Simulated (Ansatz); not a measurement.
C4H7NSi (`C[C@H]1[SiH2][C@@H]1C#N`). The species carries charge 0 and has multiplicity 1.

```xyz
13

C    -0.009   -0.554    1.671
C    -0.051   -0.574    0.165
Si   -1.298    0.329   -0.853
C     0.522    0.670   -0.572
C     1.482    0.458   -1.602
N     2.243    0.260   -2.446
H     1.015   -0.675    2.037
H    -0.395    0.387    2.071
H    -0.616   -1.361    2.087
H     0.302   -1.502   -0.280
H    -2.241    1.250   -0.187
H    -1.708   -0.200   -2.166
H     0.753    1.512    0.076
```

Q: List the harmonic frequencies (cm⁻¹, unscaled) at PBE0-D4/def2-TZVP in Ansatz. (Best estimate.)

A: Ansatz gave: 108, 169, 217, 249, 308, 462, 525, 538, 580, 619, 673, 712, 825, 913, 925, 963, 1064, 1104, 1123, 1136, 1271, 1358, 1409, 1483, 1491, 2267, 2300, 2353, 3040, 3105, 3125, 3147, 3156.

Q: Is this a minimum?

A: Yes, all 33 modes are real.

Q: Give the ideal-gas thermochemistry at 298.15 K and 1 bar (rigid rotor, harmonic oscillator; point group C1, symmetry number 1).

A: Zero-point energy 255.5 kJ/mol; H(298) − E = 276.8 kJ/mol; entropy 344.5 J/(mol·K), of which translation 165.9, rotation 114.9, vibration 63.6; G(298) − E = 174.1 kJ/mol.

Q: And at 400, 500, 600, 800 and 1000 K?

A: 
| T (K) | H − E (kJ/mol) | S (J/mol/K) | G − E (kJ/mol) |
| --- | --- | --- | --- |
| 400 | 290.2 | 383.1 | 137.0 |
| 500 | 306.0 | 418.1 | 96.9 |
| 600 | 323.8 | 450.6 | 53.5 |
| 800 | 364.2 | 508.4 | -42.6 |
| 1000 | 409.4 | 558.8 | -149.4 |
